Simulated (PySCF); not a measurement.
B(CF3)(H)(OMe) (C₂H₄BF₃O), SMILES COBC(F)(F)F.

The structure is a stationary point at PBE0-D3(BJ)/def2-SVP. Other conformers were not sampled.

Level of theory: TDA-PBE/def2-SVPD (PySCF).

Vertical excitations. Isolated molecule, no solvent.

```tsv
state	energy (eV)	λ (nm)	f	main pairs
S1	5.47	227	0.000	HOMO→LUMO 99 %
S2	7.04	176	0.001	HOMO−2→LUMO 97 %
S3	7.16	173	0.144	HOMO−1→LUMO 87 %
S4	7.36	168	0.007	HOMO→LUMO+1 98 %
S5	7.54	164	0.018	HOMO−3→LUMO 97 %
S6	7.82	159	0.010	HOMO−4→LUMO 77 %, HOMO−5→LUMO 12 %
S7	8.11	153	0.008	HOMO→LUMO+2 98 %
S8	8.22	151	0.027	HOMO−6→LUMO 56 %, HOMO−5→LUMO 42 %
S9	8.30	149	0.027	HOMO−5→LUMO 39 %, HOMO−6→LUMO 28 %, HOMO−4→LUMO 16 %, HOMO−1→LUMO+1 13 %
S10	8.37	148	0.001	HOMO−1→LUMO+1 86 %
T1	4.93	252	0	HOMO→LUMO 99 %
T2	5.67	219	0	HOMO−1→LUMO 99 %
T3	6.67	186	0	HOMO−2→LUMO 99 %
T4	7.07	175	0	HOMO−4→LUMO 91 %
```
Triplets are in the Tamm–Dancoff approximation.
